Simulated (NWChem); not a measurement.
Species: C3H5NO; SMILES N#CCCO

```xyz
10

N      0.2875     2.5701    -0.0011
C     -0.1382     1.4902    -0.0141
C     -0.6311     0.1117    -0.0259
C      0.5167    -0.9240     0.0043
O      0.0147    -2.2440    -0.0633
H     -1.2895    -0.0343     0.8407
H     -1.2376    -0.0538    -0.9236
H      1.1509    -0.7908    -0.8762
H      1.1426    -0.7616     0.8933
H     -0.3805    -2.4657     0.7941
```
Atoms are numbered in this order, from 1.

Computed with NWChem. Coordinates come from a B3LYP/6-31G* (spherical d) optimisation.

Q: Predict the results for PBE/def2-TZVP. Quantities: highest occupied level (eV); orbital gap (eV); dipole (D).

A: 
```yaml
highest occupied level (eV): -7.00
orbital gap (eV): 6.37
dipole (D): 3.56
```
